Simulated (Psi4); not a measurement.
Cl$_{5}$Mo (SMILES [Cl][Mo]([Cl])([Cl])([Cl])[Cl]), doublet, at a GFN2-xTB geometry (such geometries of metal compounds can be far from the true shape) (core potentials on Mo); SVWN/def2-SVP in Psi4.

Psi4 was given this input:
```
memory 2 GB

molecule mol {
0 2
Mo    0.009243   -0.075487   -0.045030
Cl    1.901611   -0.159479   -1.129223
Cl    1.036312   -1.049119    1.838865
Cl   -1.022186    0.933754   -1.907684
Cl   -1.711183   -1.395689    0.201517
Cl   -0.227391    1.857031    1.107776
}

set {
  basis def2-svp
  reference uks
  basis_guess true
}

energy('svwn')
print_variables()
```

What the program printed (banner, timings and long lists left out):

```
  //>>>>>>>>>>>>>>>>>>>>>>>>>>>>>>>>>>>//
  //    Guess SCF, def2-sv_p_ Basis    //
  //<<<<<<<<<<<<<<<<<<<<<<<<<<<<<<<<<<<//

   => Loading Basis Set <=

    Name: DEF2-SV_P_
    Role: ORBITAL
    Keyword: BASIS

    !!!  WARNING: ECP capability is in beta. Please check occupations closely.  !!!

         ---------------------------------------------------------
                           SCF Castup computation
         ---------------------------------------------------------
                                   SCF
               by Justin Turney, Rob Parrish, Andy Simmonett
                          and Daniel G. A. Smith
                              UKS Reference
         ---------------------------------------------------------

  ==> Geometry <==

    Molecular point group: c1
    Full point group: C1

    Geometry (in Angstrom), charge = 0, multiplicity = 2:

       Center              X                  Y                   Z               Mass
    ------------   -----------------  -----------------  -----------------  -----------------
         MO           0.008853060138    -0.072301059530    -0.043129500715    97.905404820000
         CL           1.901221060138    -0.156293059530    -1.127322500715    34.968852682000
         CL           1.035922060138    -1.045933059530     1.840765499285    34.968852682000
         CL          -1.022575939862     0.936939940470    -1.905783500715    34.968852682000
         CL          -1.711572939862    -1.392503059530     0.203417499285    34.968852682000
         CL          -0.227780939862     1.860216940470     1.109676499285    34.968852682000

  Running in c1 symmetry.

  Rotational constants: A =      0.03304  B =      0.02752  C =      0.02501 [cm^-1]
  Rotational constants: A =    990.44201  B =    824.94968  C =    749.65320 [MHz]
  Nuclear repulsion =  715.373482451066593

  Charge       = 0
  Multiplicity = 2
  Electrons    = 99
  Nalpha       = 50
  Nbeta        = 49

  ==> Algorithm <==

  SCF Algorithm Type is DF.
  DIIS enabled.
  MOM disabled.
  Fractional occupation disabled.
  Guess Type is SAD.
  Energy threshold   = 1.00e-06
  Density threshold  = 1.00e-06
  Integral threshold = 1.00e-12

  ==> Primary Basis <==

  Basis Set: DEF2-SV_P_
    Blend: DEF2-SV_P_
    Number of shells: 50
    Number of basis functions: 114
    Number of Cartesian functions: 121
    Spherical Harmonics?: true
    Max angular momentum: 2

  Core potential: DEF2-SV_P_
    Number of shells: 4
    Number of ECP primitives: 14
    Number of ECP core electrons: 28
    Max angular momentum: 3

  ==> DFT Potential <==

   => LibXC <=

    Version 7.1.2
    S. Lehtola, C. Steigemann, M. J. T. Oliveira, and M. A. L. Marques,  SoftwareX 7, 1–5 (2018) (10.1016/j.softx.2017.11.002)

   => Composite Functional: SVWN <=

    Slater exchange
    Vosko, Wilk & Nusair (VWN5_RPA)
    P. A. M. Dirac,  Math. Proc. Cambridge Philos. Soc. 26, 376 (1930) (10.1017/S0305004100016108)
    F. Bloch,  Z. Phys. 57, 545 (1929) (10.1007/BF01340281)
    S. H. Vosko, L. Wilk, and M. Nusair,  Can. J. Phys. 58, 1200 (1980) (10.1139/p80-159)

    Deriv               =              1
    GGA                 =          FALSE
    Meta                =          FALSE

    Exchange Hybrid     =          FALSE
    MP2 Hybrid          =          FALSE

   => Exchange Functionals <=

    1.0000         XC_LDA_X

   => Correlation Functionals <=

    1.0000   XC_LDA_C_VWN_RPA

   => LibXC Density Thresholds  <==

    XC_LDA_C_VWN_RPA:  1.00E-15
    XC_LDA_X:  1.00E-15

   => Molecular Quadrature <=

    Radial Scheme          =       TREUTLER
    Pruning Scheme         =           NONE
    Nuclear Scheme         =       TREUTLER

    Blocking Scheme        =         OCTREE
    BS radius alpha        =              1
    Pruning alpha          =              1
    Radial Points          =             75
    Spherical Points       =            302
    Total Points           =         129016
    Total Blocks           =           1104
    Max Points             =            256
    Max Functions          =            101
    Weights Tolerance      =       1.00E-15

   => Loading Basis Set <=

    Name: (DEF2-SV_P_ AUX)
    Role: JKFIT
    Keyword: DF_BASIS_SCF

  ==> Integral Setup <==

  SCF_SUBTYPE=INCORE selected. In-core MEM_DF algorithm will be used.
  Using in-core AOs.

  ==> MemDFJK: Density-Fitted J/K Matrices <==

    J tasked:                   Yes
    K tasked:                    No
    wK tasked:                   No
    Algorithm:                 Core
    Schwarz Cutoff:           1E-12
    Mask sparsity (%):       6.7251
    Fitting Condition:        1E-10

   => Auxiliary Basis Set <=

  Basis Set: (DEF2-SV_P_ AUX)
    Blend: DEF2-UNIVERSAL-JKFIT
    Number of shells: 239
    Number of basis functions: 895
    Number of Cartesian functions: 1159
    Spherical Harmonics?: true
    Max angular momentum: 6

  Minimum eigenvalue in the overlap matrix is 7.0680667170E-03.
  Reciprocal condition number of the overlap matrix is 1.7869451660E-03.
    Using symmetric orthogonalization.

  ==> Pre-Iterations <==

  SCF Guess: Superposition of Atomic Densities via on-the-fly atomic UHF (no occupation information).

   -------------------------
    Irrep   Nso     Nmo
   -------------------------
     A        114     114
   -------------------------
    Total     114     114
   -------------------------

  ==> Iterations <==

                           Total Energy        Delta E     RMS |[F,P]|

   @DF-UKS iter SAD: -2363.03228000571426   -2.36303e+03   0.00000e+00
   @DF-UKS iter   1: -2362.65482320248066    3.77457e-01   8.08482e-03 DIIS/ADIIS
   @DF-UKS iter   2: -2351.70268917682779    1.09521e+01   3.09914e-02 DIIS/ADIIS
   @DF-UKS iter   3: -2362.20998139268613   -1.05073e+01   1.17674e-02 DIIS/ADIIS
   @DF-UKS iter   4: -2362.66931201956686   -4.59331e-01   6.99730e-03 DIIS/ADIIS
   @DF-UKS iter   5: -2363.14618138256719   -4.76869e-01   9.13038e-04 DIIS/ADIIS
[...]
   @DF-UKS iter  44: -2363.15213220659325   -6.05108e-03   2.81236e-04 DIIS/ADIIS
   @DF-UKS iter  45: -2363.15416619833240   -2.03399e-03   4.80364e-05 DIIS
   @DF-UKS iter  46: -2363.15419306193780   -2.68636e-05   3.61488e-05 DIIS
   @DF-UKS iter  47: -2363.15419659606187   -3.53412e-06   3.40565e-05 DIIS
   @DF-UKS iter  48: -2363.15419269711992    3.89894e-06   3.54336e-05 DIIS
   @DF-UKS iter  49: -2363.14369191390415    1.05008e-02   6.54768e-04 DIIS/ADIIS
   @DF-UKS iter  50: -2363.14390453703936   -2.12623e-04   6.38750e-04 DIIS/ADIIS
   @DF-UKS iter  51: -2363.15070455072737   -6.80001e-03   3.64966e-04 DIIS/ADIIS
   @DF-UKS iter  52: -2363.15400984595453   -3.30530e-03   9.03543e-05 DIIS
   @DF-UKS iter  53: -2363.15396879178115    4.10542e-05   9.76488e-05 DIIS
   @DF-UKS iter  54: -2363.15413948775131   -1.70696e-04   5.71910e-05 DIIS
   @DF-UKS iter  55: -2363.14386550924792    1.02740e-02   6.41612e-04 DIIS/ADIIS
   @DF-UKS iter  56: -2363.14422547830372   -3.59969e-04   6.28751e-04 DIIS/ADIIS
   @DF-UKS iter  57: -2363.15418166375093   -9.95619e-03   4.23186e-05 DIIS
   @DF-UKS iter  58: -2363.15418087371881    7.90032e-07   4.16899e-05 DIIS
   @DF-UKS iter  59: -2363.15417589339177    4.98033e-06   4.67937e-05 DIIS
   @DF-UKS iter  60: -2363.15418830770614   -1.24143e-05   3.88344e-05 DIIS
   @DF-UKS iter  61: -2363.14378476546290    1.04035e-02   6.48820e-04 DIIS/ADIIS
   @DF-UKS iter  62: -2363.14387774245279   -9.29770e-05   6.43517e-04 DIIS/ADIIS
   @DF-UKS iter  63: -2363.14373116512888    1.46577e-04   6.53268e-04 DIIS/ADIIS
   @DF-UKS iter  64: -2363.14343062103808    3.00544e-04   6.71520e-04 DIIS/ADIIS
   @DF-UKS iter  65: -2363.15407423907254   -1.06436e-02   7.90639e-05 DIIS
   @DF-UKS iter  66: -2363.15403884646776    3.53926e-05   8.75802e-05 DIIS
   @DF-UKS iter  67: -2363.14390411900104    1.01347e-02   6.41695e-04 DIIS/ADIIS
   @DF-UKS iter  68: -2363.15414003046999   -1.02359e-02   6.71473e-05 DIIS
   @DF-UKS iter  69: -2363.15417562647644   -3.55960e-05   4.81529e-05 DIIS
   @DF-UKS iter  70: -2363.14381369608145    1.03619e-02   6.46311e-04 DIIS/ADIIS
   @DF-UKS iter  71: -2363.15403754847694   -1.02239e-02   1.15351e-04 DIIS/ADIIS
   @DF-UKS iter  72: -2363.15399896228701    3.85862e-05   1.28112e-04 DIIS/ADIIS
   @DF-UKS iter  73: -2363.15410873083420   -1.09769e-04   9.12172e-05 DIIS
   @DF-UKS iter  74: -2363.14401973611848    1.00890e-02   6.45872e-04 DIIS/ADIIS
   @DF-UKS iter  75: -2363.14417572502180   -1.55989e-04   6.39179e-04 DIIS/ADIIS
   @DF-UKS iter  76: -2363.14414221596644    3.35091e-05   6.40076e-04 DIIS/ADIIS
   @DF-UKS iter  77: -2363.14464835066292   -5.06135e-04   6.18983e-04 DIIS/ADIIS
   @DF-UKS iter  78: -2363.15408062561801   -9.43227e-03   7.83835e-05 DIIS
   @DF-UKS iter  79: -2363.14430589770791    9.77473e-03   6.28054e-04 DIIS/ADIIS
   @DF-UKS iter  80: -2363.15293023630920   -8.62434e-03   2.20747e-04 DIIS/ADIIS
   @DF-UKS iter  81: -2363.14405024024882    8.88000e-03   6.38754e-04 DIIS/ADIIS
   @DF-UKS iter  82: -2363.14405376238710   -3.52214e-06   6.40855e-04 DIIS/ADIIS
   @DF-UKS iter  83: -2363.14431770124838   -2.63939e-04   6.27528e-04 DIIS/ADIIS
   @DF-UKS iter  84: -2363.15402581380658   -9.70811e-03   8.88999e-05 DIIS
   @DF-UKS iter  85: -2363.15417348003484   -1.47666e-04   4.55209e-05 DIIS
   @DF-UKS iter  86: -2363.15396465461617    2.08825e-04   1.00269e-04 DIIS/ADIIS
   @DF-UKS iter  87: -2363.14575740678401    8.20725e-03   5.74509e-04 DIIS/ADIIS
   @DF-UKS iter  88: -2363.14551476765291    2.42639e-04   5.83779e-04 DIIS/ADIIS
   @DF-UKS iter  89: -2363.15417799422903   -8.66323e-03   4.39971e-05 DIIS
   @DF-UKS iter  90: -2363.15416865530369    9.33893e-06   4.85762e-05 DIIS
   @DF-UKS iter  91: -2363.15415928407583    9.37123e-06   5.23318e-05 DIIS
   @DF-UKS iter  92: -2363.14366114736731    1.04981e-02   6.56325e-04 DIIS/ADIIS
   @DF-UKS iter  93: -2363.14364718299066    1.39644e-05   6.57926e-04 DIIS/ADIIS
   @DF-UKS iter  94: -2363.14360477948730    4.24035e-05   6.60716e-04 DIIS/ADIIS
   @DF-UKS iter  95: -2363.14359577859750    9.00089e-06   6.61424e-04 DIIS/ADIIS
   @DF-UKS iter  96: -2363.15418366563335   -1.05879e-02   4.27564e-05 DIIS
   @DF-UKS iter  97: -2363.15418270482223    9.60811e-07   4.38031e-05 DIIS
   @DF-UKS iter  98: -2363.15409486043245    8.78444e-05   8.42727e-05 DIIS
   @DF-UKS iter  99: -2363.14394200409561    1.01529e-02   6.45242e-04 DIIS/ADIIS
   @DF-UKS iter 100: -2363.14612300054341   -2.18100e-03   5.61892e-04 DIIS/ADIIS

PsiException: Could not converge SCF iterations in 100 iterations.

  Failed to converge.

Traceback (most recent call last):
  File "psi4", line 375, in <module>
  File "<string>", line 28, in <module>
  File "site-packages/psi4/driver/driver.py", line 533, in energy
  File "site-packages/psi4/driver/procrouting/proc.py", line 2760, in run_scf
  File "site-packages/psi4/driver/procrouting/proc.py", line 1917, in scf_helper
  File "site-packages/psi4/driver/procrouting/scf_proc/scf_iterator.py", line 93, in scf_compute_energy
  File "site-packages/psi4/driver/procrouting/scf_proc/scf_iterator.py", line 86, in scf_compute_energy
  File "site-packages/psi4/driver/procrouting/scf_proc/scf_iterator.py", line 609, in scf_iterate

psi4.driver.p4util.exceptions.SCFConvergenceError: Could not converge SCF iterations in 100 iterations.

Printing out the relevant lines from the Psithon --> Python processed input file:
    ""","mol")
    core.IO.set_default_namespace("mol")
    core.set_global_option("BASIS", "def2-svp")
    core.set_global_option("REFERENCE", "uks")
    core.set_global_option("BASIS_GUESS", "true")
--> energy('svwn')
    print_variables()

!-------------------------------------------------------!
!                                                       !
!  Could not converge SCF iterations in 100 iterations. !
!                                                       !
!-------------------------------------------------------!
```

The run did not converge; its last values are not results.
